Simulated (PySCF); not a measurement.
H3OSi, SMILES [OH+]=[SiH2], charge +1.

Coordinates come from a r2SCAN-D4/def2-TZVP optimisation. The isomer is the one that the SMILES or the coordinates give; other isomers of the formula were not compared.

The numbers are results of TDDFT-PBE0/def2-TZVPD in PySCF, not measurements.

Vertical excitations. The molecule is in vacuum. State labels are in the subgroup Cs.

Computed UV-visible absorptions:
```
state  symmetry  energy (eV)  λ (nm)      f                            main pairs
-----  --------  -----------  ------  -----  ------------------------------------
S1           A"         6.05     205  0.000                       HOMO→LUMO 100 %
S2           A"         7.64     162  0.003                      HOMO−2→LUMO 99 %
S3           A'         7.67     162  0.057                      HOMO−1→LUMO 93 %
S4           A'         8.92     139  0.035    HOMO→LUMO+1 80 %, HOMO→LUMO+2 15 %
S5           A"         9.41     132  0.016                    HOMO−1→LUMO+1 87 %
S6           A'         9.96     125  0.171    HOMO→LUMO+2 75 %, HOMO→LUMO+1 12 %
S7           A"        10.11     123  0.126                      HOMO−3→LUMO 78 %
S8           A"        10.39     119  0.010                    HOMO−1→LUMO+2 91 %
S9           A'        10.55     117  0.049                    HOMO−2→LUMO+1 85 %
S10          A'        11.55     107  0.203  HOMO→LUMO+3 57 %, HOMO−2→LUMO+2 40 %
T1           A"         5.46     227      0                        HOMO→LUMO 98 %
T2           A'         6.11     203      0                      HOMO−1→LUMO 98 %
T3           A"         7.05     176      0                      HOMO−2→LUMO 96 %
T4           A'         7.84     158      0    HOMO→LUMO+1 80 %, HOMO→LUMO+2 14 %
```
Triplets are in the Tamm–Dancoff approximation, which puts them higher than full response would, so one can lie above its singlet here.
